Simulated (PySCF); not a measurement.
PySCF job for C2H8GeO, SMILES C[CH2][GeH2][OH], TDA-PBE/def2-SVPD. Geometry optimised at PBE-D3(BJ)/def2-SVP. This is a generated structure with no PubChem entry under its InChIKey; it may be hypothetical. Other conformers were not sampled.

```python
import numpy as np
from pyscf import gto, scf, dft, tdscf

mol = gto.M(
    atom='''
    Ge    0.52736696    0.40977194    0.17919910
    O     1.33976447   -1.15904823   -0.22374145
    C    -1.30612895    0.40268391   -0.54874034
    C    -2.11968059   -0.80758423   -0.08141643
    H     1.42448082    1.47826062   -0.49482693
    H     0.49743743    0.59247097    1.73097116
    H     1.04552315   -1.86081755    0.38444141
    H    -1.21413199    0.41827846   -1.65508299
    H    -1.79174633    1.35856598   -0.25658175
    H    -2.25410365   -0.81243907    1.02082902
    H    -3.13221972   -0.82897402   -0.53513654
    H    -1.61424082   -1.75625975   -0.35811228
    ''',
    basis='def2-SVPD',
    charge=0,
    spin=0,
    max_memory=1600,
    verbose=4,
)
mf = dft.RKS(mol, xc='pbe').density_fit(auxbasis='def2-universal-jkfit')
mf.grids.level = 3
mf.conv_tol = 1e-9
mf.max_cycle = 100
mf.kernel()
mf.grids = dft.Grids(mol).set(level=1).build(with_non0tab=True)  # coarser grid for the response kernel
td = tdscf.TDA(mf)
td.singlet = True
td.nstates = 10
td.conv_tol = 1e-4
td.positive_eig_threshold = 1e-6
td.kernel(x0=td.get_init_guess(mf, 15))
td.analyze()
tt = tdscf.TDA(mf)
tt.singlet = False
tt.nstates = 4
tt.conv_tol = 1e-4
tt.positive_eig_threshold = 1e-6
tt.kernel(x0=tt.get_init_guess(mf, 9))
tt.analyze(verbose=3)
```

Output:

```
PySCF version 2.14.0

[INPUT] verbose = 4
[INPUT] num. atoms = 12
[INPUT] num. electrons = 60
[INPUT] charge = 0
[INPUT] spin (= nelec alpha-beta = 2S) = 0
[INPUT] symmetry False subgroup None
[INPUT] Mole.unit = angstrom
[INPUT] Symbol           X                Y                Z      unit          X                Y                Z       unit  Magmom
[INPUT]  1 Ge     0.527366960000   0.409771940000   0.179199100000 AA    0.996579121544   0.774356740132   0.338637220769 Bohr   0.0
[INPUT]  2 O      1.339764470000  -1.159048230000  -0.223741450000 AA    2.531787919723  -2.190283719862  -0.422810063213 Bohr   0.0
[INPUT]  3 C     -1.306128950000   0.402683910000  -0.548740340000 AA   -2.468225998866   0.760962304669  -1.036968956101 Bohr   0.0
[INPUT]  4 C     -2.119680590000  -0.807584230000  -0.081416430000 AA   -4.005615786656  -1.526113017218  -0.153854754740 Bohr   0.0
[INPUT]  5 H      1.424480820000   1.478260620000  -0.494826930000 AA    2.691878619496   2.793507712530  -0.935087376759 Bohr   0.0
[INPUT]  6 H      0.497437430000   0.592470970000   1.730971160000 AA    0.940020506808   1.119607870055   3.271061421921 Bohr   0.0
[INPUT]  7 H      1.045523150000  -1.860817550000   0.384441410000 AA    1.975752410393  -3.516435537284   0.726488975842 Bohr   0.0
[INPUT]  8 H     -1.214131990000   0.418278460000  -1.655082990000 AA   -2.294376940173   0.790431733205  -3.127653564526 Bohr   0.0
[INPUT]  9 H     -1.791746330000   1.358565980000  -0.256581750000 AA   -3.385909848395   2.567317624351  -0.484869236062 Bohr   0.0
[INPUT] 10 H     -2.254103650000  -0.812439070000   1.020829020000 AA   -4.259638554882  -1.535287335196   1.929087267808 Bohr   0.0
[INPUT] 11 H     -3.132219720000  -0.828974020000  -0.535136540000 AA   -5.919037432762  -1.566533862180  -1.011261499847 Bohr   0.0
[INPUT] 12 H     -1.614240820000  -1.756259750000  -0.358112280000 AA   -3.050473048893  -3.318849931097  -0.676734131044 Bohr   0.0

nuclear repulsion = 291.99401854164
number of shells = 71
number of NR pGTOs = 253
number of NR cGTOs = 165
basis = def2-SVPD
ecp = {}


[settings echo left out]
init E= -2231.6922562437
  HOMO = -0.319313595013854  LUMO = -0.0618358383304569  gap/eV = 7.00633
cycle= 1 E= -2232.19621106084  delta_E= -0.504  |g|= 1.03  |ddm|= 4.03
  HOMO = -0.0656754514273779  LUMO = -0.00598394690659587  gap/eV = 1.62429
cycle= 2 E= -2231.04666724439  delta_E= 1.15  |g|= 2.48  |ddm|= 3.09
  HOMO = -0.238797945624309  LUMO = -0.041292017081779  gap/eV = 5.37441
cycle= 3 E= -2232.35283807057  delta_E= -1.31  |g|= 0.416  |ddm|= 2.51
  HOMO = -0.24096177117431  LUMO = -0.0297054884182755  gap/eV = 5.74858
cycle= 4 E= -2232.38662063327  delta_E= -0.0338  |g|= 0.141  |ddm|= 0.565
  HOMO = -0.236408432363666  LUMO = -0.0288601942530828  gap/eV = 5.64768
cycle= 5 E= -2232.39031234049  delta_E= -0.00369  |g|= 0.0521  |ddm|= 0.201
  HOMO = -0.239178866920781  LUMO = -0.0295331070427753  gap/eV = 5.70475
cycle= 6 E= -2232.39103779807  delta_E= -0.000725  |g|= 0.0129  |ddm|= 0.0718
  HOMO = -0.238816958328449  LUMO = -0.029410335874394  gap/eV = 5.69824
cycle= 7 E= -2232.39107661771  delta_E= -3.88e-05  |g|= 0.00323  |ddm|= 0.0175
  HOMO = -0.239135921533579  LUMO = -0.0295372774522242  gap/eV = 5.70347
cycle= 8 E= -2232.39107897848  delta_E= -2.36e-06  |g|= 0.000768  |ddm|= 0.00471
  HOMO = -0.239175015158409  LUMO = -0.029560642287521  gap/eV = 5.70390
cycle= 9 E= -2232.39107911495  delta_E= -1.36e-07  |g|= 0.000221  |ddm|= 0.00101
  HOMO = -0.239180732419683  LUMO = -0.0295589928551774  gap/eV = 5.70410
cycle= 10 E= -2232.39107912473  delta_E= -9.78e-09  |g|= 7.4e-05  |ddm|= 0.000356
  HOMO = -0.239183028324689  LUMO = -0.0295606914623505  gap/eV = 5.70411
cycle= 11 E= -2232.39107912607  delta_E= -1.34e-09  |g|= 1.18e-05  |ddm|= 0.000147
  HOMO = -0.239182257761058  LUMO = -0.029560356927512  gap/eV = 5.70410
cycle= 12 E= -2232.39107912614  delta_E= -6.46e-11  |g|= 1.89e-06  |ddm|= 2.29e-05
  HOMO = -0.239181811916683  LUMO = -0.0295602076088173  gap/eV = 5.70409
Extra cycle  E= -2232.39107912612  delta_E= 1.46e-11  |g|= 2.8e-06  |ddm|= 7.4e-06
converged SCF energy = -2232.39107912612
tot grids = 42736
Overwritten attributes  positive_eig_threshold  of <class 'pyscf.tdscf.rks.TDA'>


******** <class 'pyscf.tdscf.rks.TDA'> for <class 'pyscf.df.df_jk.DFRKS'> ********
nstates = 10 singlet
deg_eia_thresh = 1.000e-03
wfnsym = None
conv_tol = 0.0001
eigh lindep = 1e-12
eigh level_shift = 0
eigh max_cycle = 100


Excitation energies (eV)
[5.82504369 6.49441556 6.88581868 6.97982253 7.20211731 7.41329438
 7.50358557 7.5428796  7.70482083 7.77049096]

** Singlet excitation energies and oscillator strengths **
Excited State   1:      5.82504 eV    212.85 nm  f=0.0061
      30 -> 31        0.70360
Excited State   2:      6.49442 eV    190.91 nm  f=0.0122
      30 -> 32        0.69975
Excited State   3:      6.88582 eV    180.06 nm  f=0.0163
      29 -> 31       -0.68919
Excited State   4:      6.97982 eV    177.63 nm  f=0.0488
      28 -> 31       -0.14007
      30 -> 33        0.66475
      30 -> 34        0.13084
Excited State   5:      7.20212 eV    172.15 nm  f=0.0246
      28 -> 31       -0.67036
      30 -> 34       -0.16120
Excited State   6:      7.41329 eV    167.25 nm  f=0.0504
      28 -> 31       -0.10222
      29 -> 32        0.14908
      30 -> 33       -0.11751
      30 -> 34        0.64033
      30 -> 35        0.15864
Excited State   7:      7.50359 eV    165.23 nm  f=0.0111
      29 -> 32        0.22727
      30 -> 35       -0.65142
Excited State   8:      7.54288 eV    164.37 nm  f=0.0208
      27 -> 31       -0.15659
      29 -> 32        0.59715
      29 -> 33        0.11157
      30 -> 34       -0.12802
      30 -> 35        0.19678
      30 -> 36        0.17359
Excited State   9:      7.70482 eV    160.92 nm  f=0.0142
      27 -> 31        0.17842
      29 -> 33       -0.11010
      30 -> 36        0.65836
Excited State  10:      7.77049 eV    159.56 nm  f=0.0031
      26 -> 31        0.67918
      28 -> 32        0.14044

** Transition electric dipole moments (AU) **
state          X           Y           Z        Dip. S.      Osc.
  1         0.1438      0.0961      0.1143      0.0430      0.0061
  2         0.0418     -0.2673     -0.0585      0.0766      0.0122
  3        -0.0820     -0.2700     -0.1314      0.0969      0.0163
  4         0.4075      0.1555      0.3082      0.2852      0.0488
  5        -0.2978      0.0719     -0.2137      0.1395      0.0246
  6        -0.3778      0.0414     -0.3651      0.2778      0.0504
  7        -0.2103     -0.0923     -0.0877      0.0604      0.0111
  8         0.3285      0.0278     -0.0632      0.1127      0.0208
  9        -0.0529     -0.2519      0.0948      0.0753      0.0142
 10        -0.0815     -0.0968     -0.0205      0.0164      0.0031

** Transition velocity dipole moments (imaginary part, AU) **
state          X           Y           Z        Dip. S.      Osc.
  1         0.0353      0.0252      0.0277      0.0027      0.0083
  2        -0.0051     -0.0515     -0.0156      0.0029      0.0082
  3        -0.0217     -0.0317     -0.0282      0.0023      0.0060
  4         0.0729      0.0390      0.0491      0.0092      0.0240
  5        -0.0655      0.0144     -0.0373      0.0059      0.0148
  6        -0.0909      0.0012     -0.0900      0.0164      0.0400
  7        -0.0498      0.0017     -0.0285      0.0033      0.0080
  8         0.0774      0.0195     -0.0094      0.0065      0.0155
  9         0.0029     -0.0612      0.0263      0.0045      0.0105
 10        -0.0077     -0.0295     -0.0145      0.0011      0.0027

** Transition magnetic dipole moments (imaginary part, AU) **
state          X           Y           Z
  1         0.3558      0.3284     -0.4579
  2        -0.0413      0.0113      0.2703
  3        -0.8515      0.0232     -0.0848
  4        -0.2276     -0.0020      0.4852
  5         0.5039      0.1644      0.4274
  6         0.0160     -0.1615     -0.1064
  7        -0.0685     -0.3736     -0.0627
  8        -0.0641     -0.5765     -0.1953
  9         0.2217      0.3006     -0.2110
 10        -0.2143      0.2397     -0.8672


******** <class 'pyscf.tdscf.rks.TDA'> for <class 'pyscf.df.df_jk.DFRKS'> ********
nstates = 4 triplet
deg_eia_thresh = 1.000e-03
wfnsym = None
conv_tol = 0.0001
eigh lindep = 1e-12
eigh level_shift = 0
eigh max_cycle = 100


Excitation energies (eV)
[5.53635242 6.28938861 6.52420083 6.5838352 ]

** Triplet excitation energies and oscillator strengths **
Excited State   1:      5.53635 eV    223.95 nm  f=0.0000
Excited State   2:      6.28939 eV    197.13 nm  f=0.0000
Excited State   3:      6.52420 eV    190.04 nm  f=0.0000
Excited State   4:      6.58384 eV    188.32 nm  f=0.0000
```

The run converged.
